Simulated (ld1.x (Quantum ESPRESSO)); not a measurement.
# In, TM: configuration errors across variants

In (Z = 49), norm-conserving Troullier–Martins (Kleinman–Bylander form), made with ld1.x (Quantum ESPRESSO) 7.5 (PBE, fully relativistic). Core [Kr] 4d10, reference 5s2 5p1. Waves: 5p (bound): rc 2.50 bohr; 5s (bound): rc 2.00 bohr. Local part: the s channel. Core correction: none.

Open shells are filled in proportion to 2j + 1 (rel_dist='average').

All-electron excitation energies from the reference (eV): (1) 5s2 5p0 5.374; (2) 5s1 5p0 24.609; (3) 5s2 5p0.5 1.945; (4) 5s1 5p1 11.953; (5) 5s2 5p1.3 -0.534; (6) 5s1 5p2 5.829; (7) 5s0 5p3 11.921.

A true bound ghost makes a file unfit for plane-wave use even where its test errors are small: the radial tests pick states by their node count and pass the ghost by.

Errors AE − PS in meV (a dash: test not solved or not reliable):

```csv
change,(1),(2),(3),(4),(5),(6),(7),bound ghosts
base,+22,+112,+3.8,+12,+0.7,+21,+105,none
wave 5p (bound): rc 2.50 bohr becomes 5p (bound): rc 1.86 bohr,+28,+110,+4.8,+19,+0.9,+39,+196,"p1/2, p3/2"
wave 5p (bound): rc 2.50 bohr becomes 5p (bound): rc 2.10 bohr,+22,+110,+3.8,+13,+0.7,+23,+114,none
wave 5p (bound): rc 2.50 bohr becomes 5p (bound): rc 2.36 bohr,+22,+112,+3.8,+12,+0.7,+21,+105,none
wave 5p (bound): rc 2.50 bohr becomes 5p (bound): rc 2.76 bohr,+22,+111,+3.8,+13,+0.7,+22,+106,none
wave 5p (bound): rc 2.50 bohr becomes 5p (bound): rc 2.96 bohr,+21,+109,+3.7,+13,+0.7,+23,+109,none
wave 5p (bound): rc 2.50 bohr becomes 5p (bound): rc 3.26 bohr,+20,+103,+3.6,+15,+0.7,+25,+117,none
wave 5p (bound): rc 2.50 bohr becomes 5p (bound): rc 3.48 bohr,+19,+97,+3.5,+17,+0.7,+28,+126,none
wave 5p (bound): rc 2.50 bohr becomes 5p (bound): rc 3.74 bohr,+18,+93,+3.3,+19,+0.7,+29,+132,none
```

Give the same row for: wave 5p (bound): rc 2.50 bohr becomes 5p (bound): rc 1.66 bohr.

+49, +119, +7.0, +25, +1.1, +59, +269; bound ghosts: p3/2, p1/2.
